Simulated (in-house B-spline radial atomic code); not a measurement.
Inner levels of holmium as electrons are removed. A shift is the extra binding of the orbital against the neutral atom ([Xe] 4f5/2(6) 4f7/2(5) 6s2). The density at the nucleus is averaged over the nuclear charge. Computed with a radial B-spline atomic code at the basis-set limit: Dirac-Hartree-Fock, jj configuration that fills j = l - 1/2 first, finite nuclei.

A number in brackets counts the electrons of a j subshell.

| ion | configuration | shift of 1s1/2 (eV) | radius of 1s1/2 (bohr) | Σ<r²> (bohr²) | change of density at nucleus (bohr⁻³) |
| --- | --- | --- | --- | --- | --- |
| Ho47+ | [Ar] 3d3/2(2) | 2947.69 | 0.020734 | 0.55819 | -917.59 |
| Ho48+ | [Ar] 3d3/2(1) | 3108.84 | 0.020735 | 0.51226 | -474.79 |
| Ho49+ | [Ne] 3s2 3p6 | 3272.45 | 0.020735 | 0.4678 | -22.547 |
| Ho50+ | [Ne] 3s2 3p1/2(2) 3p3/2(3) | 3436.93 | 0.020732 | 0.41212 | 473.57 |
| Ho51+ | [Ne] 3s2 3p1/2(2) 3p3/2(2) | 3603.31 | 0.02073 | 0.35764 | 977.6 |
| Ho52+ | [Ne] 3s2 3p1/2(2) 3p3/2(1) | 3771.57 | 0.020727 | 0.30432 | 1489.51 |
| Ho53+ | [Ne] 3s2 3p1/2(2) | 3941.73 | 0.020725 | 0.25212 | 2009.41 |
| Ho54+ | [Ne] 3s2 3p1/2(1) | ? | ? | ? | ? |
| Ho55+ | [Ne] 3s2 | 4312.79 | 0.020718 | 0.15966 | 1948.76 |
| Ho56+ | [Ne] 3s1 | ? | ? | ? | ? |
| Ho57+ | [He] 2s2 2p6 | 4656.38 | 0.020715 | 0.061003 | -21043.7 |
| Ho58+ | [He] 2s2 2p1/2(2) 2p3/2(3) | 5057.95 | 0.020703 | 0.052926 | -19688.2 |
| Ho59+ | [He] 2s2 2p1/2(2) 2p3/2(2) | 5463.99 | 0.020691 | 0.045069 | -18312.3 |
| Ho60+ | [He] 2s2 2p1/2(2) 2p3/2(1) | ? | ? | ? | ? |
| Ho61+ | [He] 2s2 2p1/2(2) | 6289.48 | 0.020665 | 0.029984 | -15498.9 |
| Ho62+ | [He] 2s2 2p1/2(1) | 6756.44 | 0.020647 | 0.02373 | -15988.5 |
| Ho63+ | [He] 2s2 | 7229.1 | 0.020629 | 0.017663 | -16534.1 |
| Ho64+ | [He] 2s1 | 7624.74 | 0.020627 | 0.009335 | -62720 |
| Ho65+ | 1s2 | 8023.58 | 0.020618 | 0.0011606 | -109861 |
| Ho66+ | 1s1 | 9275.78 | 0.020487 | 0.00057263 | -426102 |

(1) Fill in the row of Ho54+.

(2) Fill in the row of Ho56+.

(3) Fill in the row of Ho60+.

## Answers

(1) shift of 1s1/2 (eV): 4126.17; radius of 1s1/2 (bohr): 0.020721; Σ<r²> (bohr²): 0.20537; change of density at nucleus (bohr⁻³): 1983.13.

(2) shift of 1s1/2 (eV): 4483.78; radius of 1s1/2 (bohr): 0.020716; Σ<r²> (bohr²): 0.10989; change of density at nucleus (bohr⁻³): -9422.85.

(3) shift of 1s1/2 (eV): 5874.5; radius of 1s1/2 (bohr): 0.020678; Σ<r²> (bohr²): 0.037424; change of density at nucleus (bohr⁻³): -16915.9.
